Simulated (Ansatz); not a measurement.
Stepwise reaction of `[CH3][Al]1[NH][SiH]1C` with hydrogen, as a gas-phase model of exchange steps in deposition or etching. ΔE in kJ/mol.

Program: Ansatz. Geometries: PBE0-D4/def2-TZVP. ΔE: electronic, gas phase. CCSD(T)/CBS adds triple-zeta CCSD(T) − MP2 to the extrapolated MP2 energy (def2 sets, frozen cores). This one scheme is used for every species. Functionals use def2-TZVPP. B3LYP here is the variant with VWN-RPA as its local correlation; programs differ in this.

| step | reaction | PBE-D4 | B3LYP-D4 | ωB97M-V | CCSD(T)/CBS |
| --- | --- | --- | --- | --- | --- |
| 2 | `C[SiH]1[NH][AlH]1` + H₂ → `[NH]1[AlH][SiH2]1` + CH₄ | -21.8 | -27.7 | -25.0 | -24.4 |

(1) Give the row of step 1, `[CH3][Al]1[NH][SiH]1C` + H₂ → `C[SiH]1[NH][AlH]1` + CH₄. (An estimate is asked.)

(2) By hand: ΔE of the 2 steps together at CCSD(T)/CBS.

Results:

(1) Ansatz gave: 
| step | reaction | PBE-D4 | B3LYP-D4 | ωB97M-V | CCSD(T)/CBS |
| --- | --- | --- | --- | --- | --- |
| 1 | `[CH3][Al]1[NH][SiH]1C` + H₂ → `C[SiH]1[NH][AlH]1` + CH₄ | -18.2 | -24.0 | -21.3 | -20.6 |

(2) (-20.6) + (-24.4) = -45.0 kJ/mol, or -22.5 kJ/mol a step.

In ΔE the steps differ by no more than 3.8 kJ/mol. All are downhill at CCSD(T)/CBS. PBE-D4 differs from CCSD(T)/CBS by 2.4 to 2.6 kJ/mol a step. Isolated molecules leave out the surface, adducts and barriers. Largest T1 diagnostic: 0.015.
